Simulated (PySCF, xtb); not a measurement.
Si(OH)4 (H4O4Si), SMILES O[Si](O)(O)O.

GFN2-xTB run with xtb at its own geometry gives an orbital gap of 11.01 eV and a dipole moment of 0.00 D.

The structure is a stationary point at PBE-D3(BJ)/def2-SVP. The isomer is the one that the SMILES or the coordinates give; other isomers of the formula were not compared. The values are those of a single conformer.

Q: What does M06-2X/def2-TZVP in PySCF give? (An estimate is asked for; the answer gives what the named calculation found.)

A: gap 11.92 eV (levels -11.01 and 0.91 eV), dipole 0.00 D.
